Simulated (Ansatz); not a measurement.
Spectroscopic constants of OH+, multiplicity 3 (lowest of 2S+1 = 1, 3, 5 at CCSD(T)/def2-TZVPP on PBE0 minima; our sources give no spin for the ground state, which may be another).

Constants: fifth-degree fit in 1/R to seven points, most abundant isotopes. Runs in def2 and cc sets follow the lowest solution found near the PBE0 minimum.

Cores are frozen in the correlated methods. CBS: X⁻³ extrapolation of the correlation energy, Hartree–Fock from the larger set.

Run with Ansatz (a first-principles code). Each number belongs to the level named beside it.

Problem. What bond length and harmonic frequency does PBE0/def2-TZVPP give?

Solution. r_e = 1.032 Å, ω_e = 3106 cm⁻¹.

Problem. What bond length and harmonic frequency does CCSD(T)/aug-cc-pVTZ give?

Solution. r_e = 1.031 Å, ω_e = 3113 cm⁻¹.

Problem. What bond length and harmonic frequency does CCSD(T)/CBS(aug-cc-pVQZ, aug-cc-pV5Z) give?

Solution. r_e = 1.028 Å, ω_e = 3125 cm⁻¹.

Measured for the ground state: r_e 1.0289 Å, ω_e 3113.4 cm-1, ω_e x_e 78.52 cm-1, B_e 16.794 cm-1, α_e 0.7494 cm-1 [Huber and Herzberg (1979), NIST Chemistry WebBook].
